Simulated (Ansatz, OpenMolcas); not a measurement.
AlCl2F (SMILES [F][Al]([Cl])[Cl]): from total energies to a heat of formation

The species is AlCl2F (4 atoms), meant as a singlet with charge 0. As SMILES, `[F][Al]([Cl])[Cl]`. The coordinates come from a PBE0-D4/def2-TZVP relaxation.

Total energies at TPSS/def2-SVPD (OpenMolcas 26.06); the atoms run unrestricted:

```tsv
species	state	energy (Eh)
AlCl2F	singlet	-1262.528448
F	doublet	-99.656567
Al	doublet	-242.296187
Cl	doublet	-460.017573
```

Harmonic wavenumbers at PBE0-D4/def2-TZVP, in cm⁻¹: 149, 203, 233, 439, 638, 892.

Measured heats of formation of the gaseous atoms at 298.15 K, in kJ/mol: F 79.4, Al 329.7, Cl 121.3. Spin-orbit lowering of the atoms at 298 K (mean of the ground term's levels less their thermal mean, from spectra), in kJ/mol: F 1.29, Al 0.17, Cl 3.44. Take 1 Eh = 2625.50 kJ/mol, 1 cm⁻¹ = 0.0119627 kJ/mol, RT = 2.479 kJ/mol.

Q: Work out the heat of formation of the gas at 298 K.

A: 
1. Electronic atomisation energy: (-99.656567) + (-242.296187) + 2 × (-460.017573) − (-1262.528448) = 0.540548 Eh = 1419.2 kJ/mol.
2. Zero-point energy: half the sum of the wavenumbers, 1277 cm⁻¹ = 15.3 kJ/mol.
3. Thermal vibrational enthalpy, Σ hcν̃/(exp(hcν̃/kT) − 1): 5.7 kJ/mol. Translation, rotation and pV of a non-linear molecule: 4 RT = 9.9 kJ/mol.
4. The 4 free atoms carry 5/2 RT each: 24.8 kJ/mol.
5. Spin-orbit coupling lowers the free atoms by 1.29 + 0.17 + 2 × 3.44 = 8.3 kJ/mol.
6. Atomisation enthalpy at 298 K: 1419.2 − 8.3 − 15.3 − 5.7 − 9.9 + 24.8 = 1404.8 kJ/mol.
7. Sum of the atoms' heats of formation: 651.7 kJ/mol. Heat of formation: 651.7 − 1404.8 = -753.1 kJ/mol.

The tabulated value is -790.8 kJ/mol (NIST-JANAF tables; in doubt: it may be an older value or an estimate), so this level is off by +37.7 kJ/mol, or 2.6 % of the atomisation enthalpy that the table implies (1442.5 kJ/mol). Anharmonicity and any spin-orbit splitting of the molecule are left out.
